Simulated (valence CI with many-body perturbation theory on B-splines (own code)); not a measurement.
The numbers below are computed, except where a source is named.
Ta LX: what the settings do

Method: valence CI with perturbative core correlation (CI+MBPT): four valence electrons over a frozen Dirac-Fock core [Ne], a basis of 6 s, 6 p, 5 d, 3 f, 1 g functions for each j, with the one-electron correlation potential Σ1, the two-electron term Σ2, the three-electron term Σ3, Breit, model QED; selected CI, second order for the rest, scaled by the run's own slope (own B-spline code, finite nucleus).

No measured spectrum was set against this ion. As an estimate, large intervals hold to a few tenths of a per cent, small ones and those within an open d or f shell to about a per cent.

The reference run has the lowest level (3s^2 3p1/2^2) J=0 and an ionisation energy of 6366.32 eV. Its largest variational space holds 9999 state functions.

Levels are named by their leading jj configuration (3d3/2^4 stands for four electrons in 3d with j = 3/2), which in mixed levels can hold well under half, so a name can repeat and another be missing.

Changed runs:
A. shift of the energy in Σ1 (hartree) 0 → 44.1
B. QED terms on → off
C. Breit term on → off
D. Davidson iteration limit 60 → 1 (bad on purpose)

Excitation energies of the reference run in cm⁻¹, and shifts in cm⁻¹:

| Level | Reference | A | B | C | D |
| --- | --- | --- | --- | --- | --- |
| (3s^2 3p1/2 3p3/2) J=1 | 2624330 | +150 | -3196 | +33648 | +743 |
| (3s^2 3p1/2 3p3/2) J=2 | 2698590 | +150 | -3169 | +37559 | +1464 |
| (3s 3p1/2^2 3p3/2) J=2 | 3954710 | +7.4 | +31092 | +6496 | +1008 |
| (3s 3p1/2^2 3p3/2) J=1 | 4175370 | +15 | +26973 | +8954 | +741 |
| (3s^2 3p1/2 3d3/2) J=2 | 4370350 | +52 | +3608 | +44457 | +1200 |
| (3s^2 3p1/2 3d3/2) J=1 | 4715870 | +46 | +8543 | +35139 | +866 |
| (3s^2 3p1/2 3d5/2) J=2 | 5138850 | +123 | +2648 | +56548 | +1273 |
| (3s^2 3p1/2 3d5/2) J=3 | 5147550 | +126 | +1897 | +63381 | +931 |
| (3s^2 3p3/2^2) J=2 | 5378940 | +298 | -5984 | +68276 | +1219 |
| (3s^2 3p3/2^2) J=0 | 5541020 | +300 | -5979 | +64113 | +13 |
| (3s 3p1/2^2 3d3/2) J=1 | 5733640 | -92 | +38400 | +8851 | +747 |
| (3s 3p1/2^2 3d3/2) J=2 | 5791810 | -91 | +38383 | +11783 | +1683 |
| Ionisation energy (eV) | 6366.32 | +0.13 | +0.15 | +9.60 | -0.00034 |

Run D: The Davidson iterations stopped at their limit.
